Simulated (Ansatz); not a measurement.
C2H4BFSi (`FC1=CB1[SiH3]`). Charge 0, multiplicity 1.

```xyz
9

F    -2.1107   -1.2912    1.6570
C    -1.4692   -0.5910    0.7552
C    -1.7251    0.2225   -0.2646
B    -0.2942   -0.0705    0.0586
Si    1.6461    0.1954   -0.2850
H    -2.5148    0.6912   -0.8337
H     2.4362   -1.0119    0.0750
H     1.9071    0.5233   -1.7120
H     2.1247    1.3321    0.5496
```

**Question.** Give the diagnostics of a CCSD(T)/def2-TZVPP run (frozen core, Ansatz). (Best estimate.)

**Answer.** Computed: T1 = 0.0130, largest single amplitude 0.017, largest double 0.031, (T) share of the correlation energy 4.1 %, 10 CCSD cycles. The RHF solution is stable towards an unrestricted one. T1 lies under the customary mark of 0.02 for closed shells.
